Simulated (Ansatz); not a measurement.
Relaxation of Cl3H5OSi2 (11 atoms, charge 0, multiplicity 1), to a largest force component of 0.03 eV/Å in at most 50 steps.

Theory: RKS PBE/def2-SVP (Ansatz 0.2.0).

```xyz
11
Properties=species:S:1:pos:R:3
Si 0.001 -0.617 -0.413
Si 0.352 0.017 2.953
H -0.993 -0.642 2.994
H 1.117 -0.399 4.184
H 0.198 1.512 2.977
Cl 1.835 0.253 -0.728
Cl -1.349 0.799 0.236
Cl -0.710 -1.294 -2.241
O 0.113 -1.972 0.559
H -0.298 -2.732 0.103
H 1.119 -0.402 1.767
```

Task: Where does it end, and by what steps?

Result: The run converged. The force dipped under the threshold on the way, but the program's further checks kept it going. After 25 steps the energy has fallen by 0.361 eV; H11 moved furthest, 0.93 Å.

```
step  energy less start (eV)  largest force component (eV/Å)  accepted
   0                  0.0000                           0.916       yes
   1                 -0.2081                           0.292       yes
   2                 -0.2912                           0.484       yes
   3                 -0.3277                           0.290       yes
   4                 -0.3208                           0.669        no
   5                 -0.3328                           0.085       yes
   6                 -0.3356                           0.023       yes
   7                 -0.3134                           1.109        no
   8                 -0.3379                           0.042       yes
   9                 -0.3398                           0.242       yes
  10                 -0.3406                           0.322       yes
  11                 -0.3491                           0.078       yes
  12                 -0.3509                           0.105       yes
  13                 -0.3399                           0.954        no
  14                 -0.3531                           0.069       yes
  15                 -0.3545                           0.226       yes
  16                 -0.3561                           0.181       yes
  17                 -0.3574                           0.064       yes
  18                 -0.3580                           0.229       yes
  19                 -0.3572                           0.235        no
  20                 -0.3597                           0.062       yes
  21                 -0.3599                           0.081       yes
  22                 -0.3604                           0.036       yes
  23                 -0.3606                           0.052       yes
  24                 -0.3606                           0.048       yes
  25                 -0.3607                           0.021       yes
```

```xyz
11
Properties=species:S:1:pos:R:3
Si -0.010 -0.792 -0.928
Si 0.437 0.106 3.359
H -0.501 -1.008 2.987
H 1.132 -0.251 4.644
H -0.346 1.373 3.554
Cl 1.918 -0.173 -1.231
Cl -1.135 0.740 -0.118
Cl -0.865 -1.306 -2.731
O 0.073 -2.080 0.103
H -0.774 -2.385 0.478
H 1.456 0.296 2.273
```

Whether the end is a true minimum wasn't checked by a vibrational analysis.

Run time: 45 s on 4 threads of Arm Neoverse V1 (shared host), peak memory 0.2 GiB.
